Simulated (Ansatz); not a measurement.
`CCBN[SiH3]` + H₂O → `CCBO` + `N[SiH3]`  (formal hydrolysis of a B–N bond)

Isolated molecules relaxed with PBE0-D4/def2-TZVP in Ansatz; ΔE leaves out vibrations. CCSD(T)/CBS is the MP2 limit (def2-TZVPP, def2-QZVPP) plus CCSD(T) − MP2 in def2-TZVPP, frozen cores. This one scheme is used for every species. Functionals use def2-TZVPP. B3LYP here is the variant with VWN-RPA as its local correlation; programs differ in this. One conformer a species, not always the lowest.

`CCBN[SiH3]`:

```xyz
15

C    -2.087    0.679   -1.235
C    -1.197    0.922   -0.016
B     0.224    0.266   -0.137
N     0.803   -0.490    0.897
Si    2.372   -1.244    0.894
H    -3.043    1.201   -1.152
H    -1.599    1.022   -2.151
H    -2.304   -0.384   -1.364
H    -1.715    0.606    0.899
H    -1.039    2.005    0.093
H     0.871    0.407   -1.142
H     0.245   -0.605    1.734
H     3.219   -0.702    1.991
H     3.004   -0.971   -0.417
H     2.247   -2.711    1.107
```

H₂O:

```xyz
3

O     0.135   -0.328    0.160
H     0.088    0.541    0.563
H    -0.223   -0.213   -0.723
```

`CCBO`:

Z-matrix (Å, degrees):
```
C
C 1 1.528
H 1 1.093 2 111.4
H 1 1.092 2 111.9 3 120.3
H 1 1.093 2 111.0 3 -119.3
B 2 1.569 1 114.3 3 64.5
H 2 1.098 1 110.4 3 -62.4
H 2 1.101 1 108.7 3 -177.6
O 6 1.355 2 123.5 1 -141.1
H 6 1.202 2 121.4 1 40.3
H 9 0.962 6 113.1 2 1.8
```

`N[SiH3]`:

Cartesian coordinates in Å:
```
N 0.616 0.276 0.826
Si -0.285 -0.173 -0.569
H 0.736 -0.387 1.576
H 0.539 1.212 1.189
H 0.222 -1.488 -1.037
H -1.761 -0.308 -0.378
H -0.067 0.868 -1.607
```

```
 level  ΔE (eV)
PBE-D4    -0.06
 B3LYP    -0.14
```

Problem. What does CCSD(T)/CBS give? (An estimate is asked.)

Solution. Ansatz gave: -0.02 eV. The listed levels differ from it by -0.04, -0.12 eV.

Largest T1 diagnostic among the species: 0.011.

The D4 term adds +0.07 eV with B3LYP and +0.04 eV with PBE0; it sums over pairs of atoms, weighted by their polarisabilities, and B3LYP, whose exchange is more repulsive, gets the larger term. In def2-TZVPP, CCSD(T) changes the Hartree–Fock value by +0.13 eV (the triples alone add +0.02 eV) and MP2 by +0.14 eV.
